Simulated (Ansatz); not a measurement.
H₉N₃Si₂ (`N[SiH2]N[SiH2]N`), relaxed with RKS PBE0-D4/def2-TZVP in Ansatz 0.2.0 from a PBE-D4/def2-SVP geometry. The force threshold is 0.005 eV/Å; the program also tests the step.

Total charge 0; spin multiplicity 1.

Start:

```xyz
14

N     0.848   -1.273    2.259
Si    0.082   -1.532    0.715
N     0.461   -0.189   -0.341
Si   -0.554    0.753   -1.411
N    -0.188    2.444   -1.199
H     0.541   -0.513    2.872
H     1.121   -2.092    2.808
H    -1.425   -1.616    0.686
H     0.641   -2.862    0.271
H     1.457    0.064   -0.367
H    -1.957    0.297   -1.091
H    -0.303    0.527   -2.882
H    -0.415    2.923   -0.324
H    -0.311    3.071   -1.997
```

(1) By how much does the energy fall, and how many steps does the optimiser take? (An estimate is asked.)

(2) Which bonds change most? (Estimate.)

(3) Give the relaxed structure. (Estimate.)

## Answers

(1) Ansatz gave: 0.09 eV, in 7 steps.

(2) The calculation gave: N3–Si4 from 1.750 to 1.720 Å; Si2–N3 from 1.750 to 1.720 Å; N1–Si2 from 1.743 to 1.715 Å; Si4–N5 from 1.743 to 1.715 Å.

(3) The calculation gave: 
```xyz
14

N     0.806   -1.274    2.236
Si    0.079   -1.506    0.701
N     0.454   -0.178   -0.327
Si   -0.545    0.738   -1.386
N    -0.218    2.410   -1.191
H     0.542   -0.511    2.838
H     1.128   -2.068    2.764
H    -1.408   -1.587    0.685
H     0.635   -2.808    0.240
H     1.435    0.071   -0.353
H    -1.932    0.300   -1.070
H    -0.284    0.494   -2.832
H    -0.403    2.888   -0.324
H    -0.289    3.030   -1.980
```
